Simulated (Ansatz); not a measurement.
Basis sets compared for V(NH)Cl3 (VNCl3H). Charge 0, multiplicity 1. Geometry PBE-D4/def2-SVP. Ansatz on 2 threads of Arm Neoverse V2 on a shared host; times are rough, and most runs start from earlier orbitals.

```xyz
6

V     0.248   -0.255    0.154
N    -0.779    0.799   -0.482
H    -1.439    1.476   -0.891
Cl   -0.913   -1.661    1.306
Cl    1.614    0.859    1.398
Cl    1.269   -1.218   -1.485
```

The restricted singlet is unstable towards broken spin symmetry in Hartree–Fock (as tested in another run); at PBE-D4/def2-SVP, PBE-D4/def2-TZVPD, r2SCAN-D4/def2-TZVP, r2SCAN-D4/def2-TZVPD and others this wasn't settled.

Binding counts from free atoms (V quartet, N quartet, H doublet, Cl doublet) in the same basis, without a counterpoise term.

```tsv
level	functions	energy (Eh)	HOMO (eV)	LUMO (eV)	binding per atom (eV)	wall time
PBE-D4/def2-SVP	104	-2378.7214	-7.27	-4.48	–	1.6 s
PBE-D4/def2-TZVP	193	-2379.3935	-7.49	-4.66	–	2.8 s
r2SCAN-D4/def2-TZVP (with forces)	193	-2380.0764	-7.85	-4.75	–	8 s
PBE0-D4/def2-SVP	104	-2378.7938	-8.75	-3.84	3.38	2.5 s
PBE0-D4/def2-TZVP	193	-2379.4614	-8.89	-3.89	–	5.5 s
```

Question: Estimate the rows for PBE-D4/def2-TZVPD, r2SCAN-D4/def2-TZVPD, PBE0-D4/def2-TZVPD.

Answer: 
```csv
level,functions,energy (Eh),HOMO (eV),LUMO (eV),binding per atom (eV),wall time
PBE-D4/def2-TZVPD,232,-2379.3965,-7.56,-4.73,–,4.6 s
r2SCAN-D4/def2-TZVPD,232,-2380.0785,-7.87,-4.78,–,9.5 s
PBE0-D4/def2-TZVPD,232,-2379.4639,-8.92,-3.94,–,7.5 s
```
